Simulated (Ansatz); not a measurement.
Coupled-cluster diagnostics for MoCl6, Ansatz.

Geometry of the singlet (r2SCAN-D4/def2-SVP):

```tsv
atom	x (Å)	y (Å)	z (Å)
Mo1	-0.001	0.000	0.000
Cl2	-1.674	-1.583	-0.147
Cl3	1.676	1.579	0.149
Cl4	1.526	-1.534	-0.803
Cl5	-1.525	1.537	0.799
Cl6	0.453	-0.674	2.161
Cl7	-0.456	0.676	-2.159
```

In the def2 sets Mo takes a core potential; there is no spin–orbit coupling. Correlated methods freeze 30 core orbitals; core or outer-core shells of Mo are correlated, in sets that lack core-valence functions.

Problem. Estimate the CCSD(T) correlation energy, the shares of MP2 and (T), T1 and the reference's ⟨S²⟩ for: charge 0, singlet, own geometry in def2-SVP; charge 1, doublet, vertical in def2-SVP; and the rough time on 4 threads of Arm Neoverse V2 on a shared host.

Solution. 
| state | basis | correlation (eV) | MP2 share (%) | (T) share (%) | T1 | ⟨S²⟩ (pure) | wall time | remarks |
| --- | --- | --- | --- | --- | --- | --- | --- | --- |
| charge 0, singlet, own geometry | def2-SVP | -36.851 | 96.9 | 5.7 | 0.029 | 0.00 (0.00) | 26 s | – |
| charge 1, doublet, vertical | def2-SVP | -36.346 | 91.0 | 6.1 | 0.075 | 1.60 (0.75) | 2.3 min | large T1, spin-contaminated |
Customary marks for T1 are 0.02 (closed shells), 0.045 (open shells) and about 0.05 (3d metals). T1 exceeds 0.02 in 2 of 2 rows and 0.045 in 1; the higher it lies, the less the single-reference result can be trusted.
